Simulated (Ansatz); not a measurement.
```yaml
crystal:
  periodic: [false, false, false]
  atoms:
    - {symbol: F, position_ang: [0.056624, -1.593023, -1.912622]}
    - {symbol: B, position_ang: [0.031308, -0.756941, -0.906088]}
    - {symbol: O, position_ang: [0.072577, -1.093563, 0.441146]}
    - {symbol: Si, position_ang: [-0.008720, 0.567833, 0.688791]}
    - {symbol: O, position_ang: [-0.041452, 0.627780, -0.991541]}
    - {symbol: H, position_ang: [-1.252003, 1.026647, 1.338997]}
    - {symbol: H, position_ang: [1.202965, 1.153168, 1.295616]}
basis:
  gaussian: {orbitals: def2-SVP}
magnetization: {spin_polarized: true, initial_magnetization: 0}
hamiltonian: {xc: {name: B3LYP-D3}}
```

```sh
$ ansatz run in.yaml --threads 2 --pin off --events-out ev --progress --plain --max-ram 4352MiB
```

It prints (some lines left out):

```
Error: YAML parse error: error: line 14 column 19: hamiltonian.xc: no functional is named "B3LYP-D3"; the names, which are not case-sensitive, are SVWN5, SPW92, PBE, PBE0, PBEsol, revPBE, revPBE0, RPBE, rPW86-PBE, HSE06, wPBEh, LC-wPBE, HISS, HF, BLYP, B3LYP, B3LYP5, BHLYP, CAM-B3LYP, r2SCAN, r2SCANh, r2SCAN0, r2SCAN50, m-r2SCAN, B97, wB97, wB97X, wB97X-V, B97M-V, wB97M-V, B2PLYP, B2GP-PLYP, PBE0-DH, PBE-QIDH
12 |   gaussian: {orbitals: def2-SVP}
13 | magnetization: {spin_polarized: true, initial_magnetization: 0}
14 | hamiltonian: {xc: {name: B3LYP-D3}}
```

In this input the method's name isn't one that the program takes here. The input was rejected before any iteration.
